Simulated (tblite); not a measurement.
Species: C₅H₁₄AsGa.
Atom-mapped SMILES: `[H][As+:4]([H])([H])[Ga@H-:3]([CH:2]=[CH2:1])[CH:5]([CH3:6])[CH3:7]` (hydrogens: H8, H9 on C1; H10 on C2; H11 on Ga3; H12, H13, H14 on As4; H15 on C5; H16, H17, H18 on C6; H19, H20, H21 on C7)
Bond orders are those of one Lewis drawing.

Computed with GFN2-xTB (tblite), gas phase: L-BFGS steps from a force-field or distance-geometry start until the largest atomic force falls under 0.01 eV/Å.

Step 7: E = -579.6249 eV
```
atom  x, y, z in Å  |  force x, y, z in eV/Å
C1      3.1441   -1.0874   -0.0227    0.090  -0.086   0.000
C2      1.8193   -1.2346   -0.0487    0.484  -0.157   0.082
Ga3     0.4853   -0.1628    0.9345    0.008  -0.071   0.408
As4     0.9237    2.2102    0.0453    0.131   0.437   0.035
C5     -1.4562   -0.3141    0.4031   -0.123   0.066   0.040
C6     -2.1297    0.7345   -0.4896   -0.249  -0.104  -0.078
C7     -1.6473   -1.7080   -0.2080   -0.247  -0.281  -0.078
H8      3.8347   -1.8200   -0.4449   -0.138   0.235  -0.031
H9      3.6159   -0.2194    0.4399   -0.118  -0.136  -0.026
H10     1.4272   -2.1314   -0.5174    0.120  -0.296  -0.236
H11     0.7888    0.2211    2.4578    0.035   0.051  -0.141
H12     2.2202    2.7813   -0.3611    0.252   0.129  -0.043
H13     0.6078    3.4215    0.8435    0.007   0.104   0.059
H14     0.2852    2.8146   -1.1332   -0.136   0.103  -0.285
H15    -1.9678   -0.2913    1.3785   -0.346  -0.092   0.015
H16    -3.2153    0.5383   -0.5524    0.388   0.151  -0.021
H17    -1.7187    0.6951   -1.5069   -0.016   0.001   0.122
H18    -1.9768    1.7549   -0.1111   -0.065  -0.062   0.104
H19    -2.6586   -2.0897   -0.0116    0.207  -0.005  -0.198
H20    -0.9143   -2.4198    0.1937   -0.187  -0.022   0.143
H21    -1.4763   -1.6761   -1.2890   -0.098   0.032   0.130
```

Step 8: E = -579.6646 eV
```
atom  x, y, z in Å  |  force x, y, z in eV/Å
C1      3.1535   -1.0888   -0.0218   -0.001  -0.082  -0.004
C2      1.8314   -1.2526   -0.0470    0.267  -0.139   0.073
Ga3     0.4777   -0.1884    0.9379    0.106   0.052   0.488
As4     0.9283    2.2208    0.0420    0.121   0.394   0.064
C5     -1.4715   -0.3222    0.4102   -0.059   0.074  -0.022
C6     -2.1291    0.7350   -0.4902   -0.108  -0.050   0.006
C7     -1.6505   -1.7206   -0.2131   -0.153  -0.006   0.064
H8      3.8385   -1.8178   -0.4520   -0.025   0.226  -0.049
H9      3.6165   -0.2158    0.4427   -0.124  -0.203  -0.033
H10     1.4342   -2.1449   -0.5315    0.223  -0.183  -0.143
H11     0.7964    0.2341    2.4747    0.002  -0.008  -0.286
H12     2.2252    2.7993   -0.3638    0.215   0.109  -0.041
H13     0.6131    3.4380    0.8383    0.008   0.059   0.036
H14     0.2884    2.8258   -1.1380   -0.119   0.103  -0.266
H15    -1.9889   -0.2922    1.3870   -0.286  -0.136  -0.135
H16    -3.2080    0.5476   -0.5563    0.147   0.078  -0.043
H17    -1.7190    0.6954   -1.5096    0.013   0.016   0.209
H18    -1.9850    1.7578   -0.1041    0.003  -0.173   0.045
H19    -2.6592   -2.0937   -0.0203    0.053  -0.113  -0.185
H20    -0.9190   -2.4270    0.2105   -0.253   0.029  -0.028
H21    -1.4818   -1.6728   -1.2961   -0.029  -0.046   0.251
```

Step 9: E = -579.6986 eV
```
atom  x, y, z in Å  |  force x, y, z in eV/Å
C1      3.1624   -1.0915   -0.0213   -0.077  -0.057   0.000
C2      1.8445   -1.2716   -0.0444   -0.042  -0.124   0.078
Ga3     0.4730   -0.2113    0.9498    0.154   0.109   0.406
As4     0.9344    2.2361    0.0404    0.091   0.299   0.013
C5     -1.4861   -0.3285    0.4163    0.011   0.038  -0.023
C6     -2.1298    0.7349   -0.4898    0.073  -0.004   0.094
C7     -1.6558   -1.7305   -0.2157   -0.040   0.219   0.166
H8      3.8427   -1.8121   -0.4596    0.123   0.151  -0.108
H9      3.6151   -0.2164    0.4448   -0.088  -0.189   0.003
H10     1.4452   -2.1596   -0.5464    0.296  -0.069  -0.043
H11     0.8035    0.2460    2.4850   -0.010  -0.042  -0.322
H12     2.2325    2.8183   -0.3669    0.174   0.099  -0.038
H13     0.6184    3.4544    0.8330    0.001   0.072   0.037
H14     0.2901    2.8382   -1.1462   -0.072   0.083  -0.191
H15    -2.0128   -0.2956    1.3917   -0.221  -0.156  -0.234
H16    -3.2006    0.5573   -0.5609   -0.143  -0.007  -0.062
H17    -1.7188    0.6962   -1.5079    0.061   0.022   0.214
H18    -1.9920    1.7570   -0.0973    0.066  -0.201   0.019
H19    -2.6601   -2.1004   -0.0316   -0.138  -0.192  -0.144
H20    -0.9281   -2.4328    0.2243   -0.259   0.044  -0.132
H21    -1.4866   -1.6712   -1.2977    0.039  -0.095   0.268
```

Task: Estimate the geometry and energy of step 10. (The exact step hangs on the optimiser's Hessian estimate; all steps are aligned on step 9, rigid shifts and turns removed.)

Result: E = -579.7361 eV, largest force 0.406 eV/Å
```
atom  x, y, z in Å  |  force x, y, z in eV/Å
C1      3.1705   -1.0961   -0.0210   -0.141  -0.036   0.003
C2      1.8574   -1.2945   -0.0401   -0.325  -0.101   0.087
Ga3     0.4708   -0.2350    0.9714    0.146   0.125   0.196
As4     0.9427    2.2576    0.0389    0.052   0.163  -0.089
C5     -1.5014   -0.3339    0.4229    0.074  -0.027   0.015
C6     -2.1304    0.7340   -0.4875    0.190   0.025   0.160
C7     -1.6636   -1.7372   -0.2151    0.029   0.340   0.220
H8      3.8507   -1.8026   -0.4701    0.246   0.063  -0.176
H9      3.6118   -0.2209    0.4471   -0.032  -0.119   0.072
H10     1.4635   -2.1773   -0.5636    0.315   0.024   0.057
H11     0.8112    0.2586    2.4899   -0.001  -0.057  -0.276
H12     2.2427    2.8419   -0.3711    0.124   0.092  -0.034
H13     0.6249    3.4741    0.8268   -0.012   0.121   0.053
H14     0.2917    2.8541   -1.1578   -0.004   0.052  -0.080
H15    -2.0432   -0.3024    1.3918   -0.149  -0.150  -0.268
H16    -3.1957    0.5680   -0.5676   -0.370  -0.089  -0.068
H17    -1.7169    0.6977   -1.5016    0.126   0.019   0.157
H18    -1.9979    1.7525   -0.0894    0.126  -0.154   0.027
H19    -2.6638   -2.1118   -0.0470   -0.299  -0.210  -0.084
H20    -0.9432   -2.4381    0.2362   -0.205   0.028  -0.171
H21    -1.4905   -1.6717   -1.2934    0.109  -0.110   0.199
```

The energy changes by -0.0375 eV. The first-order estimate −F·Δx gives -0.0503 eV and the mean of the old and new forces, exact on a quadratic surface, -0.0377 eV. The step makes an angle of 60° with the force vector and moves no atom by more than 0.032 Å.

The cost below is that of the whole relaxation. On one thread, Arm Neoverse N1 (aarch64), no GPU, shared host, this took 3.9 s wall.
